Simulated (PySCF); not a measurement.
Job file and geometry (Å, from GFN2-xTB) of an NMR shielding run on `InChI=1S/C4H14N2SSi2/c1-4(7-2)9(3)6-8-5/h6,9H,1,5,8H2,2-3H3/t9-/m1/s1`, GIAO PBE0/pcSseg-1 NMR shielding, non-relativistic, gas phase (PySCF); density fitting, a coarse starting grid and PySCF grid level 2 are the driver's defaults:

```
$ OMP_NUM_THREADS=1 python probes_run.py task.json out

{"job": {"kind": "nmr", "xc": "PBE0", "basis": "pcSseg-1"}, "charge": 0, "multiplicity": 1}
C      1.973696     0.276325     0.067718
C      1.003934     0.058194    -0.810865
S      0.717340     1.057958    -2.230994
C      1.962211     2.381873    -2.108033
Si    -0.283559    -1.321625    -0.642098
C      0.526695    -2.951203    -0.108460
N     -1.353806    -0.819834     0.618606
Si    -2.147568     0.713710     0.798251
N     -2.894771     0.597145     2.349627
H      2.082766    -0.379047     0.915352
H      2.686776     1.082300     0.004167
H      1.806524     2.945128    -1.192559
H      1.804570     3.021442    -2.970133
H      2.959765     1.954199    -2.141052
H     -0.954725    -1.478763    -1.942003
H      1.226951    -3.302634    -0.858222
H     -0.224064    -3.722422     0.026820
H      1.066743    -2.848095     0.827041
H     -1.794529    -1.568641     1.128872
H     -3.244919     0.925708    -0.147079
H     -1.106661     1.734567     0.642579
H     -2.320378     0.318813     3.130146
H     -3.497744     1.351885     2.632067
```

Task: What does the program print?

Result: 
```
coarse grid: 20024 points
cycle   1  E = -1246.6631329812  dE =  7.718e-01  |g| = 6.949e-01  |ddm| = 4.381e+00
cycle   2  E = -1246.5954365073  dE =  6.770e-02  |g| = 8.866e-01  |ddm| = 1.375e+00
cycle   3  E = -1246.7704387234  dE = -1.750e-01  |g| = 9.446e-02  |ddm| = 8.885e-01
cycle   4  E = -1246.7724791903  dE = -2.040e-03  |g| = 3.579e-02  |ddm| = 1.484e-01
cycle   5  E = -1246.7727593629  dE = -2.802e-04  |g| = 1.330e-02  |ddm| = 4.044e-02
cycle   6  E = -1246.7727979613  dE = -3.860e-05  |g| = 4.150e-03  |ddm| = 1.273e-02
cycle   7  E = -1246.7728019193  dE = -3.958e-06  |g| = 1.112e-03  |ddm| = 4.522e-03
final grid: 177624 points
cycle   8  E = -1246.8216002850  dE = -3.371e-05  |g| = 1.157e-02  |ddm| = 3.030e-02
cycle   9  E = -1246.8215730055  dE =  2.728e-05  |g| = 1.562e-02  |ddm| = 2.351e-02
cycle  10  E = -1246.8216313263  dE = -5.832e-05  |g| = 1.496e-03  |ddm| = 1.553e-02
cycle  11  E = -1246.8216319229  dE = -5.966e-07  |g| = 4.295e-04  |ddm| = 1.996e-03
cycle  12  E = -1246.8216319660  dE = -4.305e-08  |g| = 1.176e-04  |ddm| = 4.249e-04
cycle  13  E = -1246.8216319689  dE = -2.925e-09  |g| = 4.265e-05  |ddm| = 1.331e-04
cycle  14  E = -1246.8216319693  dE = -4.638e-10  |g| = 8.610e-06  |ddm| = 5.298e-05
converged SCF energy = -1246.8216319693

GIAO shielding tensors (ppm)
atom      isotropic    diamagn.    paramagn.     s11        s22        s33       span
  0 C       69.699     255.352    -185.653    -37.668     71.824    174.942    212.610
  1 C       30.943     269.445    -238.502    -77.104      7.402    162.531    239.635
  2 S      455.741    1059.313    -603.572    283.682    423.062    660.478    376.796
  3 C      167.774     253.416     -85.642    154.828    165.829    182.665     27.837
  4 Si     370.801     883.020    -512.218    353.283    369.200    389.921     36.638
  5 C      188.254     254.650     -66.395    179.689    188.567    196.507     16.818
  6 N      240.561     326.981     -86.420    203.898    252.909    264.876     60.978
  7 Si     383.660     880.924    -497.264    362.676    363.691    424.613     61.936
  8 N      254.443     317.322     -62.879    212.451    260.870    290.007     77.556
  9 H       26.058      35.022      -8.964     23.536     24.278     30.359      6.822
 10 H       26.334      34.568      -8.234     23.927     24.250     30.826      6.898
 11 H       29.603      32.788      -3.185     24.687     27.650     36.472     11.785
 12 H       29.572      28.909       0.663     24.659     26.670     37.386     12.728
 13 H       29.549      30.685      -1.136     24.772     26.960     36.914     12.142
 14 H       26.652      30.679      -4.026     23.513     25.420     31.025      7.511
 15 H       31.624      30.028       1.596     26.977     28.810     39.085     12.108
 16 H       31.533      29.756       1.776     27.036     28.910     38.652     11.616
 17 H       31.293      33.054      -1.761     27.135     29.540     37.206     10.071
 18 H       31.940      33.794      -1.854     22.954     30.715     42.151     19.196
 19 H       26.699      30.096      -3.397     23.007     25.213     31.877      8.870
 20 H       26.587      33.382      -6.795     21.597     27.209     30.956      9.359
 21 H       31.621      32.422      -0.802     24.132     29.236     41.494     17.362
 22 H       31.767      28.377       3.390     24.293     26.741     44.265     19.972
```

Size and cost of the density-fitted run: 244 basis functions, 2.9 min wall time (2.6 min CPU) on 1 thread of an Intel Xeon, shared host; peak memory 1.1 GiB.
